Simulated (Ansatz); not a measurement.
One geometry of Cs2F3⁺, several levels of theory.

```yaml
crystal:
  periodic: [false, false, false]
  atoms:
    - {symbol: Cs, position_ang: [-2.269607, -0.015831, 1.495270]}
    - {symbol: Cs, position_ang: [1.884000, -1.712140, -0.952320]}
    - {symbol: F, position_ang: [-0.060490, 1.343985, -1.034861]}
    - {symbol: F, position_ang: [0.703926, 1.539289, 0.128886]}
    - {symbol: F, position_ang: [-0.257838, -1.155315, 0.363015]}
basis:
  gaussian: {orbitals: def2-TZVP, initial_orbitals: start.molden}
total_charge: 1
hamiltonian: {xc: pbe, dispersion: d4}
scf: {omitted_lower_state_checks: [starts]}
output: {orbitals: {seedname: orbitals}}
```

The file start.molden holds the orbitals of an earlier run on this structure, at another level or in another basis.

```sh
$ ansatz run in.yaml --threads 4 --pin off --events-out ev --progress --plain --max-ram 3916MiB
```

Shortened log:

```
Functional definition: PBE
1104 factors; their error is unknown
mean field evaluation 1: about -9238.3458 eV, gradient 9.5e0 eV
mean field evaluation 2: about -9238.4539 eV, gradient 2.4e-1 eV
mean field evaluation 4: about -9238.4444 eV, gradient 2.0e-1 eV
mean field -9238.44447812 eV, -339.5065725283 hartree, gradient 5.4e-5 eV, S^2 0.000000; 0 other end points of the search recorded, 0 dependent functions left out
reference -9238.44457815 eV, -339.5065762044 hartree; 22, 22 occupied and 129, 129 virtual orbitals, 1104 factors
Total energy: -9238.51660850 eV, -339.5092232707 hartree
Checks for a lower state left out: starts
```

Run time 1.9 s (4 threads of Arm Neoverse V1 on a shared host).

As the first input, with `hamiltonian: {xc: pbe0, dispersion: d4}` (abridged; 2.5 s):

```
Functional definition: PBE0
mean field -9237.61719766 eV, -339.4761705320 hartree, gradient 6.6e-5 eV, S^2 0.000000
Total energy: -9237.67960444 eV, -339.4784639391 hartree
Checks for a lower state left out: starts
```

Geometry: r2SCAN-D4/def2-SVP.

In the def2 sets Cs takes a core potential; there is no spin–orbit coupling. In the charge 1 singlet, F3 and F4 lie 1.41 Å apart (atoms count from 1), so these atoms are partly bonded to each other. The structure comes from a short search, and lower isomers may exist.
